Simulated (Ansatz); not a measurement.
Mulliken charges of `[O]=[Y]` radical from PBE/def2-TZVPP in Ansatz (PBE0-D4/def2-TZVP geometry).

```json
{"atom": "O1", "x (Å)": "0.762", "y (Å)": "-0.254", "z (Å)": "0.391", "charge (e)": "-0.475"}
{"atom": "Y2", "x (Å)": "-0.762", "y (Å)": "0.254", "z (Å)": "-0.391", "charge (e)": "0.475"}
```

**Question.** By hand: the dipole of these point charges (1 e Å = 4.8032 D).

**Answer.** Σ q r = (-0.724, 0.241, -0.371) e Å, of length 0.848 e Å = 4.07 D.

**Question.** How does the dipole of the full density compare? (Best estimate.)

**Answer.** The calculation gave: (-0.759, 0.253, -0.389) e Å, 4.27 D; the point charges give 0.95 times that, at 0° from its direction.

Point charges leave out the atoms' own dipoles, such as those of lone pairs, and Mulliken's split depends on the basis, so the close match here is no proof of good charges.
